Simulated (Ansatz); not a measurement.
`N=CC([SiH3])Cl` and `FCC([SiH3])Cl` differ in one atom or group.

Ansatz, PBE0-D4/def2-TZVP geometries, multiplicity 1. Each molecule was computed in one conformer, which needn't be the lowest.

```json
{"property": "size of the dipole moment (PBE/def2-TZVPP) / D", "`N=CC([SiH3])Cl`": "1.89"}
{"property": "HOMO–LUMO gap (PBE/def2-TZVPP) / eV", "`N=CC([SiH3])Cl`": "4.36"}
{"property": "HOMO energy (B3LYP/def2-TZVPP) / eV", "`N=CC([SiH3])Cl`": "-7.59"}
{"property": "HOMO–LUMO gap (PBE0/def2-TZVPP) / eV", "`N=CC([SiH3])Cl`": "6.89"}
{"property": "HOMO–LUMO gap (ωB97M-V/def2-TZVPP) / eV", "`N=CC([SiH3])Cl`": "11.38"}
{"property": "HOMO–LUMO gap (B3LYP/def2-TZVPP) / eV", "`N=CC([SiH3])Cl`": "6.43"}
```

(1) Give the same properties after the change, and the shifts. (An estimate is asked.)

## Answers

(1) Computed: 
```
                                      property  `FCC([SiH3])Cl`  shift
size of the dipole moment (PBE/def2-TZVPP) / D             2.25   0.36
           HOMO–LUMO gap (PBE/def2-TZVPP) / eV             6.02   1.66
           HOMO energy (B3LYP/def2-TZVPP) / eV            -8.04  -0.45
          HOMO–LUMO gap (PBE0/def2-TZVPP) / eV             8.36   1.47
       HOMO–LUMO gap (ωB97M-V/def2-TZVPP) / eV            12.37   0.99
         HOMO–LUMO gap (B3LYP/def2-TZVPP) / eV             7.89   1.46
```

With PBE0 the HOMO falls by 0.45 eV and the LUMO rises by 1.02 eV, so the gap widens by about 1.47 eV. PBE moves the HOMO by -0.57 eV and ωB97M-V by -0.38 eV. Dipoles are sizes alone; their direction can turn.

Positive LUMOs are unbound, so they and the gaps depend on the basis.

B3LYP here is the variant with VWN-RPA as its local correlation; programs differ in this.
